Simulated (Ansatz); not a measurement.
`[OH][Al]([O][SiH3])[O][SiH3]` + `C[O][SnH2][OH]` → `[SiH3][O][AlH][O][SiH3]` + `C[O][SnH]([OH])[OH]`  (redistribution)

Program: Ansatz. Geometries: PBE0-D4/def2-TZVP. ΔE: electronic, gas phase. CCSD(T)/CBS is the MP2 limit (def2-TZVPP, def2-QZVPP) plus CCSD(T) − MP2 in def2-TZVPP, frozen cores. DFT in def2-TZVPP. B3LYP here is the variant with VWN-RPA as its local correlation; programs differ in this. def2 core potentials past Kr. For Sn outer-core shells are correlated without core-valence functions, which leaves a few kJ/mol of doubt a bond. One conformer a species, not always the lowest.

Problem. Is it downhill or uphill in electronic energy at CCSD(T)/CBS, and by how much? (Best estimate.)

Solution. Computed: Uphill: ΔE = +89.9 kJ/mol.

Problem. What do these levels give: PBE0-D4, B3LYP-D4, ωB97X-V, ωB97M-V, PBE, PBE0, HF/def2-TZVPP, MP2/def2-TZVPP, HF/def2-QZVPP, HF/CBS(def2), MP2/CBS(def2), CCSD/CBS(def2)? (Estimate.)

Solution. The calculation gave: PBE0-D4 93.0, B3LYP-D4 93.1, ωB97X-V 89.6, ωB97M-V 92.6, PBE 86.2, PBE0 94.1, HF/def2-TZVPP 102.8, MP2/def2-TZVPP 94.1, HF/def2-QZVPP 102.3, HF/CBS(def2) 102.2, MP2/CBS(def2) 90.0, CCSD/CBS(def2) 93.5 kJ/mol.

Largest T1 diagnostic among the species: 0.014.

In def2-TZVPP, CCSD(T) changes the Hartree–Fock value by −8.8 kJ/mol (the triples alone add −3.7 kJ/mol) and MP2 by −8.7 kJ/mol. From PBE to PBE0 (25 % exact exchange), in def2-TZVPP and without D4, ΔE moves by +7.9 kJ/mol.
